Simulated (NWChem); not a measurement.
System: C₂H₄I cation

Excerpt of the output:

```
             Northwest Computational Chemistry Package (NWChem) 7.3.0
             --------------------------------------------------------

                             Geometry "geometry" -> ""
                             -------------------------

 Output coordinates in angstroms (scale by  1.889725989 to convert to a.u.)

  No.       Tag          Charge          X              Y              Z
 ---- ---------------- ---------- -------------- -------------- --------------
    1 C                    6.0000    -0.34263800     2.45493000     0.00000000
    2 C                    6.0000     0.53905000     1.31538500     0.00000000
    3 I                   53.0000    -0.00145700    -0.58920200     0.00000000
    4 H                    1.0000    -0.06015600     3.09734400     0.86412700
    5 H                    1.0000    -0.06015600     3.09734400    -0.86412700
    6 H                    1.0000    -1.41661200     2.23657100     0.00000000
    7 H                    1.0000     1.62737900     1.48235500     0.00000000

 Effective nuclear repulsion energy (a.u.)     206.4331356562

                                 NWChem DFT Module
                                 -----------------

 Summary of "ao basis" -> "ao basis" (spherical)
 ------------------------------------------------------------------------------
       Tag                 Description            Shells   Functions and Types
 ---------------- ------------------------------  ------  ---------------------
 C                         def2-svpd                 8       20   4s2p2d
 I                         def2-svpd                13       35   5s5p3d
 H                         def2-svpd                 4        8   2s2p

            General Information
            -------------------
          SCF calculation type: DFT
          Wavefunction type:  closed shell.
          No. of atoms     :     7
          No. of electrons :    40
           Alpha electrons :    20
            Beta electrons :    20
          Charge           :     1
          Spin multiplicity:     1
          Use of symmetry is: off; symmetry adaption is: off
          Maximum number of iterations: 150
          AO basis - number of functions:   107
                     number of shells:    45
          Convergence on energy requested:  1.00D-06
          Convergence on density requested:  1.00D-05
          Convergence on gradient requested:  5.00D-04

              XC Information
              --------------
                         B3LYP Method XC Potential
                     Hartree-Fock (Exact) Exchange  0.200
                        Slater Exchange Functional  0.800 local
                    Becke 1988 Exchange Functional  0.720 non-local
              Lee-Yang-Parr Correlation Functional  0.810
                  VWN I RPA Correlation Functional  0.190 local

             Grid Information
             ----------------
          Grid used for XC integration:  medium
          Radial quadrature: Mura-Knowles
          Angular quadrature: Lebedev.
          Tag              B.-S. Rad. Rad. Pts. Rad. Cut. Ang. Pts.
          ---              ---------- --------- --------- ---------
          C                   0.70       49          13.0       434
          I                   1.40      123          12.0       590
          H                   0.35       45          13.0       434
          Grid pruning is: on
          Number of quadrature shells:   401
          Spatial weights used:  Erf1

      Superposition of Atomic Density Guess
      -------------------------------------

 Sum of atomic energies:        -424.37388000

 Renormalizing density from      41.00 to     40

      Non-variational initial energy
      ------------------------------

 Total energy =    -371.914928
 1-e energy   =    -826.616446
 2-e energy   =     340.331850
 HOMO         =      -0.656974
 LUMO         =      -0.406141

   convergence    iter        energy       DeltaE   RMS-Dens  Diis-err
 ---------------- ----- ----------------- --------- --------- ---------
 d= 0,ls=0.0,diis     1   -375.8959223030 -4.90D+02  2.39D-02  1.18D+00
 d= 0,ls=0.0,diis     2   -375.4063184700  4.90D-01  1.86D-02  3.79D+00
 d= 0,ls=0.0,diis     3   -375.9629865944 -5.57D-01  5.02D-03  3.50D-01
 d= 0,ls=0.0,diis     4   -376.0195540404 -5.66D-02  1.25D-03  8.36D-03
 d= 0,ls=0.0,diis     5   -376.0207184472 -1.16D-03  3.09D-04  6.29D-04
  Resetting Diis
 d= 0,ls=0.0,diis     6   -376.0208247033 -1.06D-04  5.45D-05  1.67D-05
 d= 0,ls=0.0,diis     7   -376.0208275571 -2.85D-06  2.19D-05  6.17D-07
 d= 0,ls=0.0,diis     8   -376.0208272362  3.21D-07  1.35D-05  2.67D-06
 d= 0,ls=0.0,diis     9   -376.0208276642 -4.28D-07  2.66D-06  5.92D-08

         Total DFT energy =     -376.020827664158
      One electron energy =     -839.729998046242
           Coulomb energy =      383.647191671073
    Exchange-Corr. energy =      -34.307689197535
 Nuclear repulsion energy =      114.369667908547

 Numeric. integr. density =       39.999989766571

                       DFT Final Molecular Orbital Analysis
                       ------------------------------------

[...]

 DFT Linear Response polarizability / au
 Frequency  =       0.0000000 / au
              X              Y              Z
 -----------------------------------------------
 X      43.4723383      1.1070816      0.0000001
 Y       1.1071027     80.2884586     -0.0000000
 Z       0.0000001     -0.0000000     38.6321816
 -----------------------------------------------
 Eigenvalues =      43.4390778     80.3217191     38.6321816
 Isotropic   =      54.1309928
 Anisotropic =      39.5060313
 -----------------------------------------------

 Magnetic Dipole Response Matrix (nonzero elements):

 Exiting AOResponse driver routine
```

Level: B3LYP/def2-SVPD with def2 effective core potentials on I. Coordinates come from a PBE0/def2-SVP optimisation. B3LYP is NWChem's, with the RPA form of VWN correlation. def2 effective core potentials on I; no spin-orbit coupling.

Problem. Write an input that gives this output.

Solution. This is not unique; one that fits is the input that was run:
```
start job
memory heap 200 mb stack 900 mb global 1100 mb
charge 1
geometry units angstroms noautosym nocenter noautoz
  C     -0.342638     2.454930     0.000000
  C      0.539050     1.315385     0.000000
  I     -0.001457    -0.589202     0.000000
  H     -0.060156     3.097344     0.864127
  H     -0.060156     3.097344    -0.864127
  H     -1.416612     2.236571     0.000000
  H      1.627379     1.482355     0.000000
end
basis spherical
  C library def2-svpd
  I library def2-svpd
  H library def2-svpd
end
ecp
  I library def2-ecp
end
dft
  xc b3lyp
  iterations 150
end
property
  response 1 0.0
end
task dft property
```
